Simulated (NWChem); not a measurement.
System: CuH2OCl; SMILES [OH2]->[Cu][Cl]

Input file for NWChem:

```
start job
memory heap 200 mb stack 900 mb global 1100 mb
geometry units angstroms noautosym nocenter noautoz
  Cu    -0.014531     0.190716     0.000000
  Cl    -0.028641    -1.893768     0.000000
  O      0.034117     2.144472     0.000000
  H      0.440869     2.557818     0.771584
  H      0.440869     2.557818    -0.771584
end
basis spherical
  * library def2-svpd
end
dft
  xc xcamb88 1.00 lyp 0.81 vwn_5 0.19 hfexch 1.00
  cam 0.33 cam_alpha 0.19 cam_beta 0.46
  iterations 150
end
property
  response 1 0.0
end
task dft property
```

Parts of the log:

```
             Northwest Computational Chemistry Package (NWChem) 7.3.0
             --------------------------------------------------------

                             Geometry "geometry" -> ""
                             -------------------------

 Output coordinates in angstroms (scale by  1.889725989 to convert to a.u.)

  No.       Tag          Charge          X              Y              Z
 ---- ---------------- ---------- -------------- -------------- --------------
    1 Cu                  29.0000    -0.01453100     0.19071600     0.00000000
    2 Cl                  17.0000    -0.02864100    -1.89376800     0.00000000
    3 O                    8.0000     0.03411700     2.14447200     0.00000000
    4 H                    1.0000     0.44086900     2.55781800     0.77158400
    5 H                    1.0000     0.44086900     2.55781800    -0.77158400

 Effective nuclear repulsion energy (a.u.)     230.9924974967

                              NWChem Property Module
                              ----------------------

                                 NWChem DFT Module
                                 -----------------

 Summary of "ao basis" -> "ao basis" (spherical)
 ------------------------------------------------------------------------------
       Tag                 Description            Shells   Functions and Types
 ---------------- ------------------------------  ------  ---------------------
 Cu                        def2-svpd                12       34   5s4p2d1f
 Cl                        def2-svpd                11       27   5s4p2d
 O                         def2-svpd                 9       23   4s3p2d
 H                         def2-svpd                 4        8   2s2p

            General Information
            -------------------
          SCF calculation type: DFT
          Wavefunction type:  closed shell.
          No. of atoms     :     5
          No. of electrons :    56
           Alpha electrons :    28
            Beta electrons :    28
          Charge           :     0
          Spin multiplicity:     1
          Use of symmetry is: off; symmetry adaption is: off
          Maximum number of iterations: 150
          AO basis - number of functions:   100
                     number of shells:    40
          Convergence on energy requested:  1.00D-06
          Convergence on density requested:  1.00D-05
          Convergence on gradient requested:  5.00D-04

              XC Information
              --------------
                     Hartree-Fock (Exact) Exchange  1.000
                   CAM-Becke88 Exchange Functional  1.000
                      VWN V Correlation Functional  0.190 local
              Lee-Yang-Parr Correlation Functional  0.810

           Range-Separation Parameters
           ---------------------------
           Alpha           :  0.19
           Beta            :  0.46
           Gamma           :  0.33
           Short-Range HF  :     F

             Grid Information
             ----------------
          Grid used for XC integration:  medium
          Radial quadrature: Mura-Knowles
          Angular quadrature: Lebedev.
          Tag              B.-S. Rad. Rad. Pts. Rad. Cut. Ang. Pts.
          ---              ---------- --------- --------- ---------
          Cu                  1.35      112          11.0       590
          Cl                  1.00       88          13.0       590
          O                   0.60       49          13.0       434
          H                   0.35       45          14.0       434
          Grid pruning is: on
          Number of quadrature shells:   339
          Spatial weights used:  Erf1

      Superposition of Atomic Density Guess
      -------------------------------------

 Sum of atomic energies:       -2173.70798912

      Non-variational initial energy
      ------------------------------

 Total energy =   -2173.960140
 1-e energy   =   -3480.996127
 2-e energy   =    1076.043490
 HOMO         =      -0.452109
 LUMO         =      -0.096353

[...]

 DFT Linear Response polarizability / au
 Frequency  =       0.0000000 / au
              X              Y              Z
 -----------------------------------------------
 X      38.0231085      1.1248635      0.0000001
 Y       1.1248612     54.0551052      0.0000001
 Z       0.0000001      0.0000001     39.3790581
 -----------------------------------------------
 Eigenvalues =      37.9445687     54.1336450     39.3790581
 Isotropic   =      43.8190906
 Anisotropic =      15.5216266
 -----------------------------------------------

 Magnetic Dipole Response Matrix (nonzero elements):

 Exiting AOResponse driver routine
```

Level: CAM-B3LYP/def2-SVPD. The geometry was optimised at PBE0/def2-SVP.
